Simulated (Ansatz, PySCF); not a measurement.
Molecule: TeCl$_{3}$, net charge 0, doublet state. It need not be the lowest isomer of its formula. 
Geometry from a B3LYP-D3(BJ)/def2-TZVP (Ansatz, a first-principles code) optimisation:
```xyz
4

Te     0.0021    -0.2987     0.2464
Cl    -2.4090    -0.5157    -0.1851
Cl     0.0004     1.9552    -0.3297
Cl     2.4021    -0.5258    -0.2390
```
Charge 0, spin multiplicity 2.

Property: atomisation energy (electronic, to ground-state atoms), in kJ/mol. Cores are frozen in the correlated levels unless marked. UHF or UKS for open shells. No spin-orbit coupling. Frozen are the shells of the preceding noble gas and the d and f shells that filled before the atom's block. Past Kr the def2 sets carry scalar-relativistic core potentials. The coupled-cluster limit lacks core correlation, which all-electron functionals hold. CBS(X,Y): correlation extrapolated as X^-3; Hartree-Fock from the larger set. [CCSD(T)-MP2]/basis is that difference in the basis named.

```
level                                                              program  atomisation energy (kJ/mol)  minus last row
----------------------------------------------------------  --------------  ---------------------------  --------------
PBE-D3(BJ)/def2-TZVPD                                       Ansatz + dftd3                        808.7           104.4
revPBE-D3(BJ)/def2-TZVPD                                    Ansatz + dftd3                        766.9            62.6
revPBE-D4/def2-TZVPD                                        Ansatz + dftd4                        771.6            67.3
r2SCAN/def2-TZVPD                                                   Ansatz                        750.1            45.8
PBE0/def2-SVP                                                       Ansatz                        682.1           -22.2
TPSSh/def2-TZVPD                                                     PySCF                        732.2            27.9
HSE06/def2-TZVPD                                                    Ansatz                        724.4            20.1
B2PLYP-D4/def2-TZVPD                                        Ansatz + dftd4                        692.0           -12.3
B2PLYP/def2-TZVPD                                                   Ansatz                        680.2           -24.1
MP2/def2-QZVPP                                                      Ansatz                        729.9            25.6
RI-MP2/def2-QZVPPD                                                  Ansatz                        730.6            26.3
CCSD/def2-SVP                                                       Ansatz                        485.0          -219.3
CCSD/def2-TZVPPD                                                    Ansatz                        594.9          -109.4
RI-MP2/CBS(def2-TZVPP,def2-QZVPP)+[CCSD(T)-MP2]/def2-TZVPP          Ansatz                        701.3            -3.0
CCSD(T)/CBS(def2-TZVPP,def2-QZVPP)                                  Ansatz                        704.3             0.0
```
